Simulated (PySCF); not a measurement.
PySCF job for tetraantimony cation (Sb4), SMILES [Sb]12[Sb]3[Sb]2[Sb]13 (connectivity only; charge and spin as stated), charge +1, multiplicity 2, C-PCM-B3LYP/def2-SVP. Coordinates come from a PBE0-D3(BJ)/def2-SVP optimisation. The spin state was assumed, not searched. The def2 effective core potentials stand for the cores of Sb; spin–orbit coupling is left out.

```python
import numpy as np
from pyscf import gto, scf, dft
from pyscf.solvent import pcm

mol = gto.M(
    atom='''
    Sb    1.07200940    1.07200941   -0.89561229
    Sb   -1.07200942   -1.07200941   -0.89561226
    Sb    1.07200942   -1.07200941    0.89561226
    Sb   -1.07200940    1.07200941    0.89561229
    ''',
    basis='def2-SVP',
    ecp={'Sb': 'def2-svp'},
    charge=1,
    spin=1,
    max_memory=1600,
    verbose=3,
)
mf = dft.UKS(mol, xc='b3lyp').density_fit(auxbasis='def2-universal-jkfit')
mf.grids.level = 3
mf.conv_tol = 1e-9
mf.max_cycle = 100
mf.kernel()
fine, coarse = mf.grids, dft.Grids(mol).set(level=1).build(with_non0tab=True)
for _ in range(3):  # follow internal instabilities
    mf.grids = coarse
    mo, _, stable, _ = mf.stability(return_status=True, nroots=4)
    mf.grids = fine
    if stable:
        break
    mf.kernel(mf.make_rdm1(mo, mf.mo_occ))
res = {}
for name, eps in {'water': 78.355, 'benzene': 2.2706, 'dichloromethane': 8.93}.items():
    s = mf.PCM()
    s.with_solvent.method, s.with_solvent.eps, s.with_solvent.lebedev_order = 'C-PCM', eps, 29
    s.kernel(mf.make_rdm1())
    res[name] = (s.e_tot, eps, s.dip_moment(), s.mo_energy, s.converged)
    print(f'{name}: electrostatic solvation free energy {(s.e_tot - mf.e_tot) * 627.509474:.3f} kcal/mol')
```

It prints:

```

WARN: HOMO -1.75956971236613 >= LUMO -1.75956971236613

converged SCF energy = -961.182307061452  <S^2> = 0.75620501  2S+1 = 2.0061954
<class 'pyscf.df.df_jk.DFUKS'> wavefunction is stable in the internal stability analysis

WARN: PCM is an experimental feature. It is still in testing.
Features and APIs may be changed in the future.

converged SCF energy = -961.259308479776  <S^2> = 0.75617491  2S+1 = 2.0061654

WARN: System has nonzero charge 1; the dipole moment is origin-dependent.
Location of origin: [0. 0. 0.]

Dipole moment(X, Y, Z, Debye):  0.00000,  0.00002, -0.00000
water: electrostatic solvation free energy -48.319 kcal/mol

WARN: PCM is an experimental feature. It is still in testing.
Features and APIs may be changed in the future.

converged SCF energy = -961.225901086956  <S^2> = 0.75618763  2S+1 = 2.0061781

WARN: System has nonzero charge 1; the dipole moment is origin-dependent.
Location of origin: [0. 0. 0.]

Dipole moment(X, Y, Z, Debye):  0.00000,  0.00000,  0.00000
benzene: electrostatic solvation free energy -27.356 kcal/mol

WARN: PCM is an experimental feature. It is still in testing.
Features and APIs may be changed in the future.

converged SCF energy = -961.251549675828  <S^2> = 0.75617777  2S+1 = 2.0061683

WARN: System has nonzero charge 1; the dipole moment is origin-dependent.
Location of origin: [0. 0. 0.]

Dipole moment(X, Y, Z, Debye):  0.00000,  0.00001, -0.00000
dichloromethane: electrostatic solvation free energy -43.450 kcal/mol
```

Self-consistency was reached.

Cost: very roughly 2.6 core-minutes.
